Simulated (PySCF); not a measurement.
H₄P, SMILES [PH4+], charge +1.

Coordinates come from a B3LYP-D3(BJ)/def2-TZVPD optimisation. The isomer is the one that the SMILES or the coordinates give; other isomers of the formula were not compared.

All values below come from CAM-B3LYP/def2-TZVPD (PySCF).

Symmetry labels are those of the subgroup D2 that the program uses (full group Td).

List the valence orbital energies around the gap with their symmetry. (The exact figures need the calculation; the answer reports its results.)


```tsv
orbital	symmetry	energy (eV)
HOMO−7	A	-189.00
HOMO−6	B1	-138.95
HOMO−5	B2	-138.95
HOMO−4	B3	-138.95
HOMO−3	A	-28.38
HOMO−2	B1	-20.65
HOMO−1	B2	-20.65
HOMO	B3	-20.65
LUMO	B1	-4.97
LUMO+1	B2	-4.97
LUMO+2	B3	-4.97
LUMO+3	A	-4.79
```
